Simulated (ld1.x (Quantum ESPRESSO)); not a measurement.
# Pseudopotential generation for tin (Sn): ultrasoft, BLYP, scalar-relativistic.

ld1.x (Quantum ESPRESSO) 7.5 was run on this input:

```
&input
   title='Sn', zed=50., rel=1, dft='BLYP', iswitch=3,
   config='[Kr] 4d10 5s1 5p0',
   nld=3, rlderiv=2.30, eminld=-6.0, emaxld=5.0, deld=0.02
 /
 &inputp
   pseudotype=3, tm=.true., lloc=-1, rcloc=1.40,
   nlcc=.true., new_core_ps=.true., rcore=1.20,
   file_pseudopw='Sn.UPF', file_wfcaegen='ae.wfc', file_wfcncgen='nc.wfc', file_beta='beta', file_chi='chi', file_wfcusgen='us.wfc'
 /
6
5S  1  0   1.00   0.00  1.85  2.10  0.0
5S  1  0   0.00  -1.75  1.85  2.10  0.0
5P  2  1   0.00   0.00  1.50  1.85  0.0
5P  2  1   0.00  -0.80  1.50  1.85  0.0
4D  3  2  10.00   0.00  1.60  1.70  0.0
4D  3  2   0.00  -3.50  1.60  1.70  0.0
 &test
   configts(1)='4d10 5s1 5p0'
 /
```

Command:

```bash
ld1.x < Sn.in > Sn.out
```

Output (shortened: banner, matrices, multipoles, cross overlaps and the repeated all-electron block are left out):

```
Program LD1 v.7.5
     --------------------------- All-electron run ----------------------------

     Sn
     scalar relativistic calculation

     atomic number is 50.00
     dft =BLYP   lsd =0 sic =0 latt =0  beta=0.20 tr2=1.0E-14
     Exchange-correlation= BLYP
                           (   1   3   1   3   0   0   0)
     mesh =1243 r(mesh) = 100.78374 a.u. xmin = -7.00 dx = 0.01250
     1 Ry =  13.60569312 eV, c = 137.03599908

     n l     nl                  e(Ry)          e(Ha)          e(eV)
     1 0     1S 1( 2.00)     -2135.0434     -1067.5217    -29048.7446
     2 0     2S 1( 2.00)      -324.1606      -162.0803     -4410.4294
     2 1     2P 1( 6.00)      -291.2473      -145.6237     -3962.6217
     3 0     3S 1( 2.00)       -64.2862       -32.1431      -874.6584
     3 1     3P 1( 6.00)       -53.5329       -26.7665      -728.3526
     4 0     4S 1( 2.00)       -11.9966        -5.9983      -163.2217
     4 1     4P 1( 6.00)        -8.7436        -4.3718      -118.9625
     3 2     3D 1(10.00)       -36.9714       -18.4857      -503.0215
     4 2     4D 1(10.00)        -4.0335        -2.0167       -54.8781
     5 0     5S 1( 1.00)        -2.6566        -1.3283       -36.1443
     5 1     5P 1( 0.00)        -1.9858        -0.9929       -27.0177

     final scf error:  2.8E-15 reached in  20 iterations

     Etot =  -12351.856341 Ry,   -6175.928171 Ha, -168055.566881 eV

     Ekin =   12897.176251 Ry,    6448.588126 Ha,  175475.022229 eV
     Encl =  -29766.056909 Ry,  -14883.028454 Ha, -404987.835783 eV
     Eh   =    4846.267710 Ry,    2423.133855 Ha,   65936.831252 eV
     Exc  =    -329.243394 Ry,    -164.621697 Ha,   -4479.584580 eV

     normalization and overlap integrals

     s(1S/1S) =  1.000000  <r> =   0.0291  <r2> =    0.0011  r(max) =   0.0188
     s(2S/2S) =  1.000000  <r> =   0.1255  <r2> =    0.0186  r(max) =   0.1054
     s(2P/2P) =  1.000000  <r> =   0.1096  <r2> =    0.0147  r(max) =   0.0853
     s(3S/3S) =  1.000000  <r> =   0.3394  <r2> =    0.1317  r(max) =   0.3090
     s(3P/3P) =  1.000000  <r> =   0.3378  <r2> =    0.1324  r(max) =   0.3013
     s(4S/4S) =  1.000000  <r> =   0.8179  <r2> =    0.7569  r(max) =   0.7412
     s(4P/4P) =  1.000000  <r> =   0.8844  <r2> =    0.8937  r(max) =   0.7890
     s(3D/3D) =  1.000000  <r> =   0.3146  <r2> =    0.1175  r(max) =   0.2498
     s(4D/4D) =  1.000000  <r> =   1.0824  <r2> =    1.3832  r(max) =   0.8829
     s(5S/5S) =  1.000000  <r> =   2.1250  <r2> =    5.0624  r(max) =   1.8926
     s(5P/5P) =  1.000000  <r> =   2.4906  <r2> =    6.9671  r(max) =   2.1989

     ------------------------ End of All-electron run ------------------------

     --------------------- Generating US pseudopotential ---------------------

      Generating local potential from pseudized AE potential:
      Matching radius rcloc =   1.4000

      Local pseudo, rcloc= 1.402 Estimated cut-off energy=    12.02 Ry

      Computing core charge for nlcc:

       r > 1.21 : true rho core
      Core charge pseudized with two Bessel functions
      Integrated core pseudo-charge :  11.81

      Wfc   5S  rcut= 1.846  Using Troullier-Martins method
      Wfc-us  5S rcutus= 2.092  Estimated cut-off energy=    10.63 Ry

      Wfc   5S  rcut= 1.846  Using Troullier-Martins method
      Wfc-us  5S rcutus= 2.092  Estimated cut-off energy=    12.23 Ry

      Wfc   5P  rcut= 1.511  Using Troullier-Martins method
      Wfc-us  5P rcutus= 1.846  Estimated cut-off energy=    20.75 Ry

      Wfc   5P  rcut= 1.511  Using Troullier-Martins method
      Wfc-us  5P rcutus= 1.846  Estimated cut-off energy=    22.14 Ry

      Wfc   4D  rcut= 1.589  Using Troullier-Martins method
      Wfc-us  4D rcutus= 1.713  Estimated cut-off energy=    40.97 Ry

      Wfc   4D  rcut= 1.589  Using Troullier-Martins method
      Wfc-us  4D rcutus= 1.713  Estimated cut-off energy=    47.89 Ry

     ------------------- End of pseudopotential generation -------------------

     Computing logarithmic derivative in   2.29733
     Computing logarithmic derivative in   2.29733
     Computing the partial wave expansion
     R is outside the sphere for l=    0 j= 0.00
     R is outside the sphere for l=    0 j= 0.00
     R is outside the sphere for l=    1 j= 0.00
     R is outside the sphere for l=    1 j= 0.00
     R is outside the sphere for l=    2 j= 0.00
     R is outside the sphere for l=    2 j= 0.00

     ---------------------- Testing the pseudopotential ----------------------

     Sn
     scalar relativistic calculation

     atomic number is 50.00   valence charge is 14.00
     dft =BLYP   lsd =0 sic =0 latt =0  beta=0.20 tr2=1.0E-14
     mesh =1243 r(mesh) = 100.78374 xmin = -7.00 dx = 0.01250

     n l     nl             e AE (Ry)        e PS (Ry)    De AE-PS (Ry)
     3 2     4D   1(10.00)       -4.03346       -4.03347        0.00000
     1 0     5S   1( 1.00)       -2.65656       -2.65656        0.00000
     2 1     5P   1( 0.00)       -1.98577       -1.98577        0.00000

     eps = 6.3E-16  iter =  5

     Etot =  -12351.856341 Ry,   -6175.928171 Ha, -168055.566881 eV
     Etotps =  -157.892523 Ry,     -78.946261 Ha,   -2148.237211 eV

     Ekin =      43.434261 Ry,      21.717131 Ha,     590.953228 eV
     Encl =    -286.606735 Ry,    -143.303367 Ha,   -3899.483281 eV
     Ehrt =      92.913865 Ry,      46.456932 Ha,    1264.157531 eV
     Ecxc =     -45.735660 Ry,     -22.867830 Ha,    -622.265357 eV
     (Ecc =     -24.231721 Ry,     -12.115860 Ha,    -329.689359 eV)
     Epseu=      38.101746 Ry,      19.050873 Ha,     518.400669 eV

     ---------------------- End of pseudopotential test ----------------------
```

Note: ghost states, extra bound levels that the all-electron valence spectrum of the same l lacks: s at -144.7 eV, p at -60.9 eV. A true bound ghost makes a file unfit for plane-wave use.

Generation and configuration tests took about 0.92 s on one core of a shared server CPU.

Transferability test of the new file with ld1.x, input:

```
&input
   title='Sn', zed=50., rel=1, dft='BLYP', iswitch=2,
   config='[Kr] 4d10 5s1 5p0'
 /
 &test
   file_pseudo='Sn.UPF', nconf=8,
   configts(1)='4d10 5s1 5p0',
   configts(2)='4d10 5s2 5p2',
   configts(3)='4d10 5s2 5p1',
   configts(4)='4d10 5s2 5p0',
   configts(5)='4d9 5s2 5p3',
   configts(6)='4d10 5s1 5p2',
   configts(7)='4d10 5s1 5p3',
   configts(8)='4d10 5s2 5p2.3'
 /
```

```bash
ld1.x < Sn.test.in > Sn.test.out
```

Pseudopotential blocks of its output, shortened (energy terms left out):

```
     ---------------------- Testing the pseudopotential ----------------------

     n l     nl             e AE (Ry)        e PS (Ry)    De AE-PS (Ry)
     3 2     4D   1(10.00)       -4.03346       -4.03347        0.00000
     1 0     5S   1( 1.00)       -2.65656       -2.65656        0.00000
     2 1     5P   1( 0.00)       -1.98577       -1.98577        0.00000

     eps = 7.9E-15  iter =  4

     Etot =  -12351.856341 Ry,   -6175.928171 Ha, -168055.566878 eV
     Etotps =  -157.892521 Ry,     -78.946261 Ha,   -2148.237188 eV

     ---------------------- End of pseudopotential test ----------------------
```

The test run then stopped with an error in chargeps: “negative rho”.
